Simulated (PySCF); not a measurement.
CH₅ClFNSi, SMILES C(F)[Si@H](Cl)N. Coordinates come from a PBE-D3(BJ)/def2-SVP optimisation. The structure was generated by enumeration; whether it is a known compound was not checked. The values are those of a single conformer.

Level of theory: PBE-D3(BJ)/def2-SVP (PySCF).

Harmonic wavenumbers (cm⁻¹): 83, 121, 189, 220, 264, 325, 400, 515, 618, 675, 787, 802, 868, 898, 1048, 1194, 1262, 1398, 1492, 2210, 2941, 2999, 3494, 3591. Rotational constants (GHz): 4.614, 1.782, 1.385; symmetry number 1.

**Question.** Work out the zero-point energy and the ideal-gas rigid-rotor harmonic-oscillator thermochemistry at 298.15 K and 1 atm.

**Answer.** ZPE = ½ Σ hcν = ½ × 28396 cm⁻¹ = 40.59 kcal/mol. H − E(el) = 45.83 kcal/mol. Entropy in cal/(mol K): translation 40.10, rotation 27.74, vibration 17.27, total 85.11. G − E(el) = 20.46 kcal/mol. Cp = 26.69 cal/(mol K). Modes under 150 cm⁻¹ make the vibrational entropy uncertain.
